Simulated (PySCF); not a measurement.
**`C=C[C@H](Cl)[C@H]1COC1=O`, C6H7ClO2**

Geometry (Å), atoms numbered from 1 in this order:
```xyz
16

C     2.631    0.360   -0.098
C     1.558   -0.136   -0.685
C     0.399   -0.698    0.065
Cl    0.281   -2.473   -0.283
C    -0.912   -0.052   -0.344
C    -2.150   -0.354    0.515
O    -2.213    1.026    0.925
C    -1.125    1.363    0.197
O    -0.580    2.409    0.081
H     2.728    0.396    0.974
H     3.452    0.759   -0.668
H     1.474   -0.170   -1.762
H     0.554   -0.618    1.144
H    -1.067   -0.142   -1.419
H    -3.052   -0.646   -0.023
H    -1.986   -1.013    1.369
```

Computed, not measured: TDDFT B3LYP/def2-SVPD circular dichroism and optical rotation, one conformer, gas phase (PySCF). Geometry: GFN2-xTB.

The molecule is flexible and this is one conformer; a measurement averages over conformers.

(1) Draw the ECD and absorption spectra from the lowest 8 states, each a Gaussian of half-width 0.25 eV at 1/e height.

Answers

(1) 
| E (eV) | λ (nm) | Δε (L mol⁻¹ cm⁻¹) | ε (L mol⁻¹ cm⁻¹) |
| --- | --- | --- | --- |
| 5.20 | 238 | +0.26 | 7.88 |
| 5.35 | 232 | +2.02 | 60.6 |
| 5.50 | 225 | +7.57 | 229 |
| 5.65 | 219 | +13.65 | 447 |
| 5.80 | 214 | +10.35 | 703 |
| 5.95 | 208 | -5.29 | 1810 |
| 6.10 | 203 | -27.58 | 4100 |
| 6.25 | 198 | -38.09 | 5100 |
| 6.40 | 194 | -25.77 | 3900 |
| 6.55 | 189 | -8.83 | 3810 |
| 6.70 | 185 | +3.79 | 6920 |
| 6.85 | 181 | +16.05 | 12200 |
| 7.00 | 177 | +20.15 | 13800 |

Δε uses R in velocity form, ε uses f in length form. Only the states computed contribute, so the short-wavelength end is incomplete.
